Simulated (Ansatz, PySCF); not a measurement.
The pair A = CH6OSn (SMILES C[O][SnH3]) (first 9 atoms), B = NH3 (SMILES N); geometry from B3LYP-D3(BJ)/def2-TZVP.
(charge 0, multiplicity 1):
| atom | x (Å) | y (Å) | z (Å) |
|---|---|---|---|
| C | -2.3990 | 0.9389 | 1.3132 |
| O | -1.3729 | 0.0123 | 1.6007 |
| Sn | 0.5445 | 0.5525 | 1.3335 |
| H | -3.3593 | 0.4543 | 1.5104 |
| H | -2.3409 | 1.8385 | 1.9386 |
| H | -2.3936 | 1.2615 | 0.2646 |
| H | 0.3042 | 2.1683 | 0.7463 |
| H | 1.2882 | -0.3554 | 0.0929 |
| H | 1.3880 | 0.6490 | 2.8154 |
| N | 0.2695 | -2.0755 | 2.3091 |
| H | 0.5489 | -2.2979 | 3.2568 |
| H | -0.7344 | -1.9201 | 2.2891 |
| H | 0.4918 | -2.8664 | 1.7168 |

Frozen-core correlation. Filled d and f shells under p-block atoms count as core. CBS(a, b) extrapolates the correlation energy as X⁻³ and adds the Hartree–Fock energy of set b. MP2 and its Hartree–Fock in def2-TZVPPD are density fitted.

Run with Ansatz (Gaussian basis) for Hartree–Fock, density functionals and correlated methods; PySCF for the dispersion terms. Each number belongs to the level named beside it. In def2 rows elements past Kr take small-core potentials, without spin–orbit coupling.

The monomers are drawn apart, rigid, along the line of their centres of mass. Counterpoise-corrected interaction energies (kcal/mol):

```
level                                                 R = 3.975 Å  R = 5.101 Å
----------------------------------------------------  -----------  -----------
PBE/def2-TZVPPD                                           -2.7697      -0.7576
PBE-D3(BJ)/def2-TZVPPD                                    -3.4720      -0.9715
wB97M-V/def2-TZVPPD                                       -3.4412      -0.9484
MP2/CBS(def2-SVPD, def2-TZVPPD) + ΔCCSD(T)/def2-SVPD      -3.4435      -0.9726
```

Task: R is the distance of the centres of mass. Find the local exponent m of E ∝ R⁻ᵐ between the two points.

Result: 
m = ln(E₁/E₂)/ln(R₂/R₁): PBE/def2-TZVPPD 5.2; PBE-D3(BJ)/def2-TZVPPD 5.1; wB97M-V/def2-TZVPPD 5.2; MP2/CBS(def2-SVPD, def2-TZVPPD) + ΔCCSD(T)/def2-SVPD 5.1. For scale, two fixed dipoles give m = 3, dipole and quadrupole 4, quadrupoles 5, and dispersion or dipole-induced dipole 6 at long range; at these distances several terms mix, and what is left of overlap and damping shifts m, so it need not match one of them.

Ansatz is a quantum-chemistry and plane-wave program.
